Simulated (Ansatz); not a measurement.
`[F][Al]([Cl])[Cl]` + CH₃NH₂ → `C[NH][Al]([F])[Cl]` + HCl at 700 K and 1 bar (ligand exchange at the Al–Cl bond).

Calculated with Ansatz (gas phase, PBE0-D4/def2-TZVP geometries, no zero-point term in ΔE). CCSD(T)/CBS adds triple-zeta CCSD(T) − MP2 to the extrapolated MP2 energy (def2 sets, frozen cores). This one scheme is used for every species. Each species was taken in one conformer, which may not be the lowest.

```tsv
species	CCSD(T)/CBS energy (Eh)	H − E (kJ/mol)	S (J/(mol·K))
`[F][Al]([Cl])[Cl]`	-1261.58534	61.2	374.5
CH₃NH₂	-95.75281	207.6	296.6
`C[NH][Al]([F])[Cl]`	-896.93383	226.0	456.1
HCl	-460.38127	38.4	211.8
```

H − E and S are ideal-gas, rigid-rotor, harmonic terms from PBE0-D4/def2-TZVP, for one conformer and one mirror image of each species. 1 Eh = 2625.50 kJ/mol, R = 8.31446 J/(mol·K).

**Question.** By hand: ΔE, ΔH, ΔS and ΔG.

**Answer.** ΔE = (-896.93383) + (-460.38127) − (-1261.58534) − (-95.75281) = 0.02305 Eh = 60.5 kJ/mol. Δ(H − E) = 226.0 + 38.4 − 61.2 − 207.6 = -4.4, so ΔH = 56.1 kJ/mol. ΔS = 456.1 + 211.8 − 374.5 − 296.6 = -3.2 J/(mol·K). ΔG = 56.1 − 700 × (-3.2)/1000 = 58.3 kJ/mol.

**Question.** By hand: the equilibrium constant, and the temperature at which ΔG would vanish if ΔH and ΔS stayed fixed.

**Answer.** log₁₀ K = −ΔG/(RT ln 10) = -4.4. ΔH and −TΔS have one sign here, so there is no such temperature. One of them is within its doubt of zero, so this could turn.

The number of gas molecules stays the same, so ΔS is small and ΔH decides. A doubt of 5 kJ/mol in ΔE shifts log₁₀ K by 0.4 here. Other conformers and mirror images would add mixing entropy, several J/(mol·K) or more a flexible species. These are equilibria of isolated gas molecules and say nothing of rates. Largest T1 diagnostic: 0.011 (customary marks: 0.02 for closed shells, 0.045 for open ones).
